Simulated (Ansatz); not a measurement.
System: sum formula H$_{6}$Si$_{3}$O$_{2}$Cl$_{2}$, charge 0, multiplicity 1. 
Coordinates optimised at B3LYP-D3(BJ)/def2-TZVP (Ansatz, a quantum-chemistry and plane-wave program):
SMILES: Cl[Si](Cl)(O[SiH3])O[SiH3]
```xyz
13

Si     2.8412     0.9557     0.7689
O      1.2214     0.6463     0.7185
Si     0.0065    -0.0405    -0.0695
Cl    -0.1541     0.7723    -1.9418
Cl     0.3579    -2.0472    -0.2740
O     -1.3553     0.1927     0.7426
Si    -2.9864    -0.0473     0.8079
H      3.2403     1.6888    -0.4510
H      3.0946     1.7784     1.9677
H      3.5825    -0.3201     0.8555
H     -3.4725     0.5733     2.0557
H     -3.6241     0.5885    -0.3641
H     -3.2704    -1.4978     0.8113
```

Dipole moments at this geometry, in debye (magnitudes).

```
level                    program  dipole (D)
-----------------------  -------  ----------
SVWN5/def2-TZVPD          Ansatz        0.90
revPBE/def2-TZVPD         Ansatz        0.93
r2SCAN/def2-TZVPD         Ansatz  (withheld)
B97M-V/def2-TZVPD         Ansatz        0.89
BHLYP/def2-TZVPD          Ansatz        0.91
HSE06/def2-TZVPD          Ansatz        0.92
LC-wPBE/def2-TZVPD        Ansatz        0.93
wB97X-V/def2-TZVPD        Ansatz        0.93
CCSD(T)/aug-cc-pV(D+d)Z   Ansatz  (withheld)
```

Q: Some entries are withheld; supply them.

A: 
- r2SCAN/def2-TZVPD, dipole (D): 0.93
- CCSD(T)/aug-cc-pV(D+d)Z, dipole (D): 0.93
